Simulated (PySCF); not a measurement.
C3H9ClSi, triplet, at the geometry of the source list (a higher spin typed on purpose: for a closed-shell molecule this is an excited state); DF-BLYP/def2-SV(P) (PySCF).

The PySCF input:
```python
from pyscf import gto, scf, dft

mol = gto.M(
    atom='''
C    -0.75380000    1.60670000   -0.38300000
Si    0.15680000    0.12590000    0.39550000
C     1.63070000   -0.40330000   -0.68880000
C    -1.03810000   -1.33280000    0.66510000
Cl    0.87940000    0.70570000    2.21790000
H    -1.15930000    1.35190000   -1.35720000
H    -1.57990000    1.93560000    0.24100000
H    -0.08860000    2.45500000   -0.51560000
H     2.17510000   -1.22960000   -0.24070000
H     1.30140000   -0.72230000   -1.67280000
H     2.33400000    0.41300000   -0.82630000
H    -1.45270000   -1.68150000   -0.27560000
H    -1.86870000   -1.05060000    1.30580000
H    -0.53620000   -2.17380000    1.13480000
''',
    basis='def2-sv(p)',
    spin=2,
    verbose=5,
)

mf = dft.UKS(mol)
mf.xc = 'blyp'
mf = mf.density_fit(auxbasis='def2-universal-jkfit')
mf.kernel()
mf.analyze()
```

Task: What does PySCF print? Leave out banner, timings and long lists.

Result: 
```
PySCF version 2.14.0

[INPUT] verbose = 5
[INPUT] max_memory = 4000
[INPUT] num. atoms = 14
[INPUT] num. electrons = 58
[INPUT] charge = 0
[INPUT] spin (= nelec alpha-beta = 2S) = 2
[INPUT] symmetry False subgroup None
[INPUT] Mole.unit = angstrom
[INPUT] Symbol           X                Y                Z      unit          X                Y                Z       unit  Magmom
[...]
[INPUT] ---------------- BASIS SET ----------------
[INPUT] l, kappa, [nprim/nctr], expnt,             c_1 c_2 ...
[INPUT] H
[...]
                                1.9622572         0.13796524
                                0.44453796        0.47831935
[...]
[INPUT] Si
[...]
                                1038.4346419      0.0099966546241
                                235.8758148       0.044910165101
                                66.069385169      0.1146363854
                                20.247945761      0.10280063858
[...]
                                3.6370788192      -0.43028836252
                                1.4002048599      -0.41382774969
[...]
                                41.907258846      0.043399431982
                                12.955294367      0.15632019351
                                4.4383267393      0.29419996982
                                1.5462247904      0.23536823814
[...]
[INPUT] C
[...]
                                186.29004992      0.040638409211
                                42.251176346      0.18025593888
                                11.676557932      0.46315121755
                                3.5930506482      0.44087173314
[...]
                                2.0103545142      0.21117025112
                                0.54771004707     0.51328172114
[...]
[INPUT] Cl
[...]
                                1571.7365221      0.014754727977
                                357.12065523      0.066679112875
                                100.25185935      0.17228924084
                                30.812727554      0.158837861
[...]
                                5.7045760975      0.60841752753
                                2.3508376809      0.54352153355
[...]
                                72.102015515      -0.063563355471
                                22.532680262      -0.24016428276
                                7.8991765444      -0.47798866557
                                2.8767268321      -0.38515850005
[...]
nuclear repulsion = 298.110065017543
number of shells = 52
number of NR pGTOs = 180
number of NR cGTOs = 96
basis = def2-sv(p)
ecp = {}

******** <class 'pyscf.df.df_jk.DFUKS'> ********
method = DFUKS
initial guess = minao
damping factor = 0
level_shift factor = 0
DIIS = <class 'pyscf.scf.diis.CDIIS'>
diis_start_cycle = 1
diis_space = 8
diis_damp = 0
SCF conv_tol = 1e-09
SCF conv_tol_grad = None
SCF max_cycles = 50
direct_scf = False
number electrons alpha = 30  beta = 28
XC library pyscf.dft.libxc version 7.1.2
    S. Lehtola, C. Steigemann, M. J. T. Oliveira, and M. A. L. Marques,  SoftwareX 7, 1–5 (2018)
XC functionals = blyp
    A. D. Becke,  Phys. Rev. A 38, 3098 (1988)
    C. Lee, W. Yang, and R. G. Parr,  Phys. Rev. B 37, 785 (1988)
    B. Miehlich, A. Savin, H. Stoll, and H. Preuss,  Chem. Phys. Lett. 157, 200 (1989)
radial grids:
    Treutler-Ahlrichs [JCP 102, 346 (1995); DOI:10.1063/1.469408] (M4) radial grids

becke partition: Becke, JCP 88, 2547 (1988); DOI:10.1063/1.454033
pruning grids: <function nwchem_prune>
grids dens level: 3
symmetrized grids: False
atomic radii adjust function: <function treutler_atomic_radii_adjust>
small_rho_cutoff = 0
Set gradient conv threshold to 3.16228e-05
atom C rad-grids = 75, ang-grids = [ 50  50  50  50  50  50  50  50  50  50  50  50  50  50  50  50  50  50
  50  50  50  50  86  86  86  86  86  86  86  86  86  86 266 266 266 266
 266 266 302 302 302 302 302 302 302 302 302 302 302 302 302 302 302 302
 302 302 302 302 266 266 266 266 266 266 266 266 266 266 266 266 266 266
 266 266 266]
atom Si rad-grids = 80, ang-grids = [ 50  50  50  50  50  50  50  50  50  50  50  50  50  50  50  50  50  50
  50  50  50  50  50  86  86  86  86  86  86  86  86  86  86  86  86  86
 350 350 350 350 350 350 350 350 434 434 434 434 434 434 434 434 434 434
 434 434 434 434 434 434 434 434 350 350 350 350 350 350 350 350 350 350
 350 350 350 350 350 350 350 350]
atom Cl rad-grids = 80, ang-grids = [ 50  50  50  50  50  50  50  50  50  50  50  50  50  50  50  50  50  50
  50  50  50  50  50  50  86  86  86  86  86  86  86  86  86  86  86  86
  86 350 350 350 350 350 350 350 350 350 434 434 434 434 434 434 434 434
 434 434 434 434 434 434 434 434 434 434 350 350 350 350 350 350 350 350
 350 350 350 350 350 350 350 350]
atom H rad-grids = 50, ang-grids = [ 50  50  50  50  50  50  50  50  50  50  50  50  50  50  50  86  86  86
  86 266 266 266 266 266 302 302 302 302 302 302 302 302 302 302 302 302
 302 266 266 266 266 266 266 266 266 266 266 266 266 266]
tot_boxes 3840, boxes in each direction [14 14 13]
Padding 2 grids
tot grids = 168688
nelec by numeric integration = [28.98293586 28.98293586]
num shells = 205, num cGTOs = 643
E1 = -1785.4213913082717  E2 = 618.2705191010895  Ecoul = 686.7360949928229  Exc = -68.46557589173342
init E= -869.040807189639
cond(S) = 1184.3546018011139

  alpha mo_energy =
[-1.00762362e+02 -6.54166340e+01 -1.00206732e+01 -1.00206666e+01
 -1.00206005e+01 -9.25084324e+00 -7.08155114e+00 -7.07936230e+00
 -7.07936037e+00 -5.04767854e+00 -3.46733602e+00 -3.46680508e+00
 -3.46680299e+00 -8.11623640e-01 -7.24361628e-01 -7.02879347e-01
 -7.02867357e-01 -4.93552314e-01 -4.55246608e-01 -4.49585884e-01
 -4.49569928e-01 -4.38335989e-01 -4.38325590e-01 -4.29323803e-01
 -3.84330901e-01 -3.70001615e-01 -3.69993974e-01 -3.31318781e-01
 -3.31313939e-01 -7.84321027e-03 -6.19048622e-03  1.87190232e-02
  1.87241228e-02  4.68446311e-02  4.79588636e-02  4.79709648e-02
  5.85651391e-02  7.26130222e-02  7.26188814e-02  8.38245979e-02
[...]
SCF not converged.
Total Energy =                        -868.770165981335367
[...]
4 Cl 3px         0.00039
4 Cl 3py        -0.00057
4 Cl 3pz         0.00001
4 Cl 4px         0.00363
4 Cl 4py        -0.00338
4 Cl 4pz        -0.00048
4 Cl 3dxy       -0.00010
4 Cl 3dyz        0.00004
4 Cl 3dz^2       0.00129
4 Cl 3dxz       -0.00148
4 Cl 3dx2-y2     0.00149
5 H 1s           0.00457
5 H 2s          -0.01658
6 H 1s          -0.03026
6 H 2s           0.08452
7 H 1s           0.02071
7 H 2s          -0.06456
8 H 1s           0.03476
8 H 2s          -0.09819
9 H 1s          -0.00442
9 H 2s           0.01507
10 H 1s         -0.02675
10 H 2s          0.08020
11 H 1s         -0.00063
11 H 2s          0.00279
12 H 1s          0.02041
12 H 2s         -0.06020
13 H 1s         -0.01835
13 H 2s          0.05679

To work with the spin densities directly, `use mulliken_meta_spin()` only printing them here.

 ** Mulliken spin pop alpha/beta on meta-lowdin orthogonal AOs **
 ** Mulliken Spin Density (per AO)  **
spin_pop of  0 C 1s       -0.00000
spin_pop of  0 C 2s        0.04245
spin_pop of  0 C 3s        0.00235
spin_pop of  0 C 2px       0.06080
spin_pop of  0 C 2py       0.11075
spin_pop of  0 C 2pz       0.02787
spin_pop of  0 C 3px       0.00010
spin_pop of  0 C 3py       0.00137
spin_pop of  0 C 3pz       0.00032
spin_pop of  0 C 3dxy      0.00005
spin_pop of  0 C 3dyz      0.00031
spin_pop of  0 C 3dz^2     0.00019
spin_pop of  0 C 3dxz      0.00016
spin_pop of  0 C 3dx2-y2    0.00025
spin_pop of  1 Si 1s       -0.00000
spin_pop of  1 Si 2s        0.00001
spin_pop of  1 Si 3s        0.00916
spin_pop of  1 Si 4s        0.02495
spin_pop of  1 Si 2px       0.00001
spin_pop of  1 Si 2py       0.00000
spin_pop of  1 Si 2pz       0.00001
spin_pop of  1 Si 3px       0.11602
spin_pop of  1 Si 3py       0.05212
spin_pop of  1 Si 3pz       0.29489
spin_pop of  1 Si 4px       0.00361
spin_pop of  1 Si 4py       0.00192
spin_pop of  1 Si 4pz       0.00502
spin_pop of  1 Si 3dxy      0.00104
spin_pop of  1 Si 3dyz      0.00369
spin_pop of  1 Si 3dz^2     0.00520
spin_pop of  1 Si 3dxz      0.00608
spin_pop of  1 Si 3dx2-y2    0.00107
spin_pop of  2 C 1s       -0.00000
spin_pop of  2 C 2s        0.04600
spin_pop of  2 C 3s        0.00233
spin_pop of  2 C 2px       0.17415
spin_pop of  2 C 2py       0.02845
spin_pop of  2 C 2pz       0.09038
spin_pop of  2 C 3px       0.00148
spin_pop of  2 C 3py       0.00007
spin_pop of  2 C 3pz       0.00021
spin_pop of  2 C 3dxy     -0.00001
spin_pop of  2 C 3dyz      0.00009
spin_pop of  2 C 3dz^2     0.00031
spin_pop of  2 C 3dxz      0.00033
spin_pop of  2 C 3dx2-y2    0.00030
spin_pop of  3 C 1s       -0.00000
spin_pop of  3 C 2s        0.03361
spin_pop of  3 C 3s        0.00230
spin_pop of  3 C 2px       0.01491
spin_pop of  3 C 2py       0.00493
spin_pop of  3 C 2pz       0.00357
spin_pop of  3 C 3px       0.00019
spin_pop of  3 C 3py       0.00040
spin_pop of  3 C 3pz       0.00116
spin_pop of  3 C 3dxy      0.00013
spin_pop of  3 C 3dyz      0.00037
spin_pop of  3 C 3dz^2     0.00019
spin_pop of  3 C 3dxz      0.00018
spin_pop of  3 C 3dx2-y2   -0.00001
spin_pop of  4 Cl 1s       -0.00000
spin_pop of  4 Cl 2s       -0.00000
spin_pop of  4 Cl 3s        0.03235
spin_pop of  4 Cl 4s        0.00859
spin_pop of  4 Cl 2px       0.00001
spin_pop of  4 Cl 2py       0.00000
spin_pop of  4 Cl 2pz       0.00000
spin_pop of  4 Cl 3px       0.22167
spin_pop of  4 Cl 3py       0.08571
spin_pop of  4 Cl 3pz       0.07038
spin_pop of  4 Cl 4px       0.00054
spin_pop of  4 Cl 4py       0.00036
spin_pop of  4 Cl 4pz       0.00235
spin_pop of  4 Cl 3dxy      0.00007
spin_pop of  4 Cl 3dyz      0.00053
spin_pop of  4 Cl 3dz^2     0.00132
spin_pop of  4 Cl 3dxz      0.00081
spin_pop of  4 Cl 3dx2-y2    0.00004
spin_pop of  5 H 1s        0.00247
spin_pop of  5 H 2s        0.00738
spin_pop of  6 H 1s        0.05021
spin_pop of  6 H 2s        0.02040
spin_pop of  7 H 1s        0.03462
spin_pop of  7 H 2s        0.01989
spin_pop of  8 H 1s        0.04850
spin_pop of  8 H 2s        0.01905
spin_pop of  9 H 1s        0.00647
spin_pop of  9 H 2s        0.00714
spin_pop of  10 H 1s        0.03849
spin_pop of  10 H 2s        0.01927
spin_pop of  11 H 1s       -0.00393
spin_pop of  11 H 2s        0.00754
spin_pop of  12 H 1s        0.04210
spin_pop of  12 H 2s        0.02110
spin_pop of  13 H 1s        0.03643
spin_pop of  13 H 2s        0.02032
 ** Mulliken Spin Density (per atom)  **
spin density of  0 C =      0.24699
spin density of  1 Si =      0.52480
spin density of  2 C =      0.34408
spin density of  3 C =      0.06192
spin density of  4 Cl =      0.42474
spin density of  5 H =      0.00985
spin density of  6 H =      0.07061
spin density of  7 H =      0.05451
spin density of  8 H =      0.06755
spin density of  9 H =      0.01361
spin density of  10 H =      0.05776
spin density of  11 H =      0.00361
spin density of  12 H =      0.06320
spin density of  13 H =      0.05675
 ** Mulliken pop alpha/beta on meta-lowdin orthogonal AOs **
 ** Mulliken pop       alpha | beta **
In total            30.00000 | 28.00000
 ** Mulliken atomic charges   ( Nelec_alpha | Nelec_beta ) **
charge of  0C =     -0.41653  (     3.33176      3.08477 )
charge of  1Si =      0.68571  (     6.91955      6.39474 )
charge of  2C =     -0.30693  (     3.32551      2.98142 )
charge of  3C =     -0.61272  (     3.33732      3.27540 )
charge of  4Cl =     -0.17454  (     8.79964      8.37490 )
charge of  5H =      0.12639  (     0.44173      0.43188 )
charge of  6H =      0.08259  (     0.49401      0.42340 )
charge of  7H =      0.06732  (     0.49360      0.43909 )
charge of  8H =      0.08495  (     0.49130      0.42375 )
charge of  9H =      0.12863  (     0.44249      0.42888 )
charge of  10H =      0.07142  (     0.49317      0.43541 )
charge of  11H =      0.12166  (     0.44097      0.43736 )
charge of  12H =      0.07181  (     0.49570      0.43250 )
charge of  13H =      0.07024  (     0.49326      0.43650 )
Dipole moment(X, Y, Z, Debye):  1.71927,  0.83506, -1.47698
```

Convergence was not reached.
